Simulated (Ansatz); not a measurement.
CH$_{4}$ClSSi, SMILES `C[SiH]([S])Cl` radical. Total charge 0; spin multiplicity 2.

Z-matrix (Å, degrees):
```
C
Si 1 1.859
H 1 1.092 2 109.3
H 1 1.092 2 110.3 3 120.2
H 1 1.092 2 110.6 3 -119.3
S 2 2.113 1 109.8 3 179.4
Cl 2 2.061 1 108.4 3 55.4
H 2 1.484 1 113.5 3 -62.7
```

Problem. List the harmonic frequencies (cm⁻¹, unscaled) at PBE0-D4/def2-TZVP in Ansatz. (Estimate.)

Solution. Ansatz gave: 134, 162, 174, 218, 465, 554, 583, 685, 736, 839, 870, 1267, 1438, 1444, 2224, 3057, 3148, 3154.

Problem. Is this a minimum?

Solution. Yes, all 18 modes are real.

Problem. Give the ideal-gas thermochemistry at 298.15 K and 1 bar (rigid rotor, harmonic oscillator; point group C1, symmetry number 1).

Solution. Zero-point energy 126.5 kJ/mol; H(298) − E = 145.4 kJ/mol; entropy 340.3 J/(mol·K), of which translation 167.7, rotation 114.4, vibration 52.5, electronic 5.8; G(298) − E = 43.9 kJ/mol.

Problem. Rotational constants (cm⁻¹)?

Solution. 0.1486, 0.07685, 0.05511.
